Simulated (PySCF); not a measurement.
Gas-phase reaction: CSe₂ + Si₂C ⇌ 2 SiSe + 2 C

Method: PySCF energies plus ideal-gas RRHO corrections (1 bar). S°(298 K) at PBE0/def2-TZVP differs from the NASA 1993 table for Si₂C (+23 J/mol/K); whether the harmonic model or the table's entry is off was not settled. † marks an energy on the PBE0/def2-TZVP geometry and frequencies; other levels use their own. CCSD(T) freezes the core. Open shells (unrestricted): C (multiplicity 3, electronic degeneracy 9); the rest are closed-shell singlets. Spin-orbit splitting is ignored; it lowers the true energy and changes the entropy of C. Se: all electrons, no relativistic terms. CCSD(T) isn't extrapolated to the basis-set limit; its ΔH°(298 K) is 877.1 kJ in def2-SVP and 909.0 kJ in def2-TZVPP. The harmonic model lacks anharmonicity and excited electronic states, which grow with temperature; levels with a mode under 35 cm⁻¹ are left out. Warning, large T1 diagnostic: Si₂C (CCSD(T)/def2-SVP†).

| level | ΔE electronic, kJ | ΔH°(298 K), kJ | ΔS°(298 K), J/K | ΔG°(1600 K), kJ |
|---|---|---|---|---|
| BLYP/def2-TZVP† | 991 | 977 | 260 | 551 |
| CCSD(T)/def2-SVP† | 891 | 877 | 260 | 451 |
| PBE/def2-SVP | 1072 | 1059 | 254 | 643 |
| r2SCAN/def2-TZVP† | 991 | 978 | 260 | 552 |
| ωB97M-V/def2-TZVP† | 949 | 935 | 260 | 509 |
| ωB97X-V/def2-TZVP† | 936 | 922 | 260 | 496 |
ΔH° is lowest at CCSD(T)/def2-SVP† and highest at PBE/def2-SVP. No reference value is set beside these.
